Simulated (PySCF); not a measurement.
C₃H₅O, SMILES C(O)(C)=[CH], multiplicity 2. Geometry optimised at B3LYP-D3(BJ)/def2-SVP. The isomer is the one that the SMILES or the coordinates give; other isomers of the formula were not compared. Other conformers were not sampled.

Computed equilibrium geometry at B3LYP-D3(BJ)/def2-SVP (PySCF confirms it by a frequency run) as a Z-matrix, and its point group (one conformer of several):
point group Cs.
```
C
C 1 1.3251
O 1 1.3746 2 124.61
H 3 0.9675 1 109.02 2 0.00
H 2 1.0875 1 140.39 3 0.00
C 1 1.5003 2 124.36 5 180.00
H 6 1.0972 1 111.19 2 0.00
H 6 1.1025 7 109.27 1 -121.42
H 6 1.1025 7 109.27 8 -117.16
```
Charge 0, spin multiplicity 2.
